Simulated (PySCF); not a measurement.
Se(iPr)(NH2) (C3H9NSe), SMILES CC(C)[Se]N.

The structure is a stationary point at PBE0-D3(BJ)/def2-SVP. One conformer was computed; it need not be the lowest.

Two levels are set side by side: PBE/def2-TZVP (PySCF) and M06-2X/def2-TZVP (PySCF). Same geometry, gas phase. Differences are taken from unrounded values.

```tsv
quantity	M06-2X
orbital gap (eV)	8.20
highest occupied level (eV)	-7.37
lowest empty level (eV)	0.83
dipole moment (D)	2.56
mean polarisability (bohr³)	71.8
```

**Question.** What does PBE give, and how far is it from M06-2X? (The exact figures need the calculation; the answer reports its results.)

**Answer.** 
```
quantity                       PBE  PBE minus M06-2X
---------------------------  -----  ----------------
orbital gap (eV)              4.16             -4.04
highest occupied level (eV)  -5.03              2.34
lowest empty level (eV)      -0.87             -1.70
dipole moment (D)             2.43             -0.13
mean polarisability (bohr³)   74.8               3.0
```

PBE's occupied levels lie high since its potential decays too fast outside the molecule; exact exchange lowers them and widens the gap. Loosely held outer electrons make PBE densities more polarisable. Differences between two approximate levels are no errors against the true value.

Rough cost on one machine, each run with all the roots and properties that it gave: M06-2X against PBE about 4 times.
